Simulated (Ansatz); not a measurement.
C$_{2}$H$_{3}$O$_{2}$, doublet, geometry from GFN2-xTB; MP2/def2-SVPD in Ansatz (a program for electronic structure).

Input for Ansatz:
Ansatz 0.2 input:
```yaml
crystal:
  periodic: [false, false, false]
  atoms:
    - {symbol: C, position_ang: [-0.87928138, 0.00351010, 0.01564063]}
    - {symbol: O, position_ang: [-0.81883028, -1.01132689, 0.65669977]}
    - {symbol: O, position_ang: [0.17084863, 0.70015067, -0.44659388]}
    - {symbol: H, position_ang: [-1.80259150, 0.51373746, -0.28852409]}
    - {symbol: C, position_ang: [1.41484609, 0.28028668, -0.20613446]}
    - {symbol: H, position_ang: [1.57765462, -0.61886567, 0.35962889]}
    - {symbol: H, position_ang: [2.19540180, 0.89175727, -0.60898889]}
basis:
  gaussian:
    orbitals: def2-SVPD
magnetization: {spin_polarized: true, initial_magnetization: 1}
correlation: {method: mp2, electrons: outside_noble_gas}
accuracy: high
```

Task: Predict the main parts of the log of this Ansatz run.

Result: 
```
Functional definition: HF
2217 factors; integrals over basis functions are off by at most 3.5e-9 eV
mean field evaluation 1: about -6173.3450 eV, gradient 2.7e1 eV
mean field evaluation 2: about -6173.3488 eV, gradient 2.7e1 eV
mean field evaluation 4: about -6176.6987 eV, gradient 3.3e0 eV
mean field evaluation 8: about -6176.8305 eV, gradient 2.4e-1 eV
mean field -6176.83148446 eV, -226.9943702470 hartree, gradient 1.7e-8 eV, S^2 0.763106; 0 other end points of the search recorded, 0 dependent functions left out
4 core orbitals not correlated
reference -6176.83148446 eV, -226.9943702470 hartree; 12, 11 occupied and 94, 95 virtual orbitals, 2217 factors
second order -17.20079166 eV of doubles, -0.00000000 eV of singles
Total energy: -6194.03227611 eV, -227.6264876813 hartree
```
